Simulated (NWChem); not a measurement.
Molecule: CH8SSi2; SMILES C[SiH2]S[SiH3]

```xyz
12

Si     0.5050     1.8818     0.2865
S     -0.9503     0.5269    -0.5255
Si    -0.2474    -1.3289     0.3346
C      1.1845    -2.0539    -0.6311
H      0.3733     1.9983     1.7694
H      1.8994     1.4433    -0.0284
H      0.2452     3.2038    -0.3500
H      0.1512    -1.0836     1.7558
H     -1.4263    -2.2423     0.3021
H      1.4978    -3.0119    -0.1860
H      0.8919    -2.2345    -1.6764
H      2.0495    -1.3737    -0.6277
```
Atoms are numbered in this order, from 1.

Level: PBE0/def2-SVP (NWChem), optimised geometry, unscaled harmonic frequencies. 

```
frequency (cm⁻¹)  IR intensity (km/mol)
----------------  ---------------------
32                                  0.2
76                                  0.2
123                                 0.3
172                                 0.1
194                                 2.1
465                                 4.5
483                                12.7
523                                87.8
623                                17.6
631                                17.3
690                                 3.3
694                                12.2
741                                59.0
885                                90.3
886                               351.9
925                                32.7
930                               143.5
935                                39.9
959                               130.8
1263                               25.4
1424                                6.6
1428                                2.8
2217                               66.4
2225                               80.3
2236                              113.1
2247                              109.8
2260                               91.6
3060                                1.4
3165                                1.2
3176                                0.5
```

```
Quantity                                                                           Result
-----------------------------------------------------------------------  ----------------
zero-point energy                                                           51.0 kcal/mol
thermal correction to the enthalpy at 298.15 K (with zero-point energy)     56.6 kcal/mol
heat capacity Cv                                                         27.0 cal/(mol K)
entropy at 298.15 K and 1 atm (symmetry number 1)                        89.3 cal/(mol K)
dipole moment                                                                      1.66 D
```

Rigid rotor and harmonic oscillator; modes under 100 cm⁻¹ make the entropy uncertain.
